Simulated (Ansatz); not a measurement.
Species: CH$_{3}$BO$_{3}$, SMILES `O=CB(O)O` (charge 0, multiplicity 1).

Q: Give a relaxed geometry from B3LYP-D3(BJ)/def2-TZVP (Ansatz, a first-principles code).

A: Several could match; the one computed here: the end point of this relaxation, one of several conformers (outside a Z-matrix the atoms follow the SMILES, hydrogens last).
Z-matrix (Å, degrees):
```
B
O 1 1.3548
H 2 0.9682 1 110.64
O 1 1.3551 2 122.70 3 179.99
H 4 0.9649 1 113.79 2 0.00
C 1 1.6060 2 118.16 3 -0.01
O 6 1.2156 1 119.49 2 0.02
H 6 1.1103 7 119.39 3 179.99
```
